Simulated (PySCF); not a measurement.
PySCF 2.14 output of an unrestricted TPSS calculation on a single atom or ion in aug-cc-pVQZ-PP with ECP28MDF (7s7p5d3f2g, 92 functions), with a scalar-relativistic core potential:

```
SCF conv_tol = 1e-09
number electrons alpha = 14  beta = 10
    J. Tao, J. P. Perdew, V. N. Staroverov, and G. E. Scuseria.,  Phys. Rev. Lett. 91, 146401 (2003)
    J. P. Perdew, J. Tao, V. N. Staroverov, and G. E. Scuseria.,  J. Chem. Phys. 120, 6898 (2004)
    J. Tao, J. P. Perdew, V. N. Staroverov, and G. E. Scuseria.,  Phys. Rev. Lett. 91, 146401 (2003)
    J. P. Perdew, J. Tao, V. N. Staroverov, and G. E. Scuseria.,  J. Chem. Phys. 120, 6898 (2004)
cycle= 1 E= -327.477428212112  delta_E= -0.0049  |g|= 0.0261  |ddm|= 0.941
cycle= 2 E= -327.477519994955  delta_E= -9.18e-05  |g|= 0.0117  |ddm|= 0.082
cycle= 3 E= -327.477536999365  delta_E= -1.7e-05  |g|= 0.00143  |ddm|= 0.0249
cycle= 4 E= -327.477537494512  delta_E= -4.95e-07  |g|= 9.96e-05  |ddm|= 0.00688
cycle= 5 E= -327.477537498652  delta_E= -4.14e-09  |g|= 1.2e-06  |ddm|= 0.000686
cycle= 6 E= -327.477537498652  delta_E= -5.12e-13  |g|= 3.63e-08  |ddm|= 2.93e-05
converged SCF energy = -327.477537498652  <S^2> = 6.0006255  2S+1 = 5.0002502
```

The run itself started from symmetry-adapted Hartree-Fock orbitals and held the occupation by maximum overlap, on a logarithmic radial grid, so the iterations belong to that start.

**Question.** Which element, charge and spin multiplicity is this?

**Answer.** Xe²⁺ (xenon, charge +2), multiplicity 5; the state was [Kr] 4d10 5s2 5p3 6s1, high-spin 5S determinant (an excited configuration).

Energies and moments cover only the electrons outside the core potential. The outer electron is Rydberg-like, and this basis confines it to a smaller radius and binds it less than a complete one would.
